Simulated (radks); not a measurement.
The numbers below are computed, except where a source is named.
Fractional charge and spin in the 5s shell of tellurium: the spin-up occupation runs from 0 to 1 and the spin-down occupation from 0 to 1; the fullest corner is Te, [Kr] 4d10 5p(up 2, down 2) 5s(up 1, down 1). Level of theory: scalar-relativistic Kohn-Sham, PBE, spin-polarised, spherical densities, finite nucleus; Fermi nuclear charge, rms radius of each element as measured or else 0.836 A^(1/3) + 0.57 fm (a radial shooting solver on a logarithmic mesh with Libxc functionals). Energy (eV) above the fullest corner. The planes named below are the two flat planes that join the four corners, with an edge along up + down = one added electron.

down \ up       0    0.25     0.5    0.75       1
0          48.739  40.486  32.844  25.805  19.357
0.25       40.486  32.900  25.914  19.517  13.697
0.5        32.844  25.914  19.570  13.801   8.594
0.75       25.805  19.517  13.801   8.645   4.034
1          19.357  13.697   8.594   4.034   0.000

Corners above the fullest one (they belong to Te+ and the next ion): (up 1, down 0) 19.357 eV, (up 0, down 1) 19.357 eV, (up 0, down 0) 48.739 eV. With half an added electron in each spin the energy lies 0.213 eV from the planes, and with half an added electron in spin up alone -1.203 eV. The planes are only a guide here: the flat-plane condition holds for ground states with one frontier orbital, while this shell lies below other occupied shells, so the corners above the fullest one are inner-hole states and not the ground states of those ions.
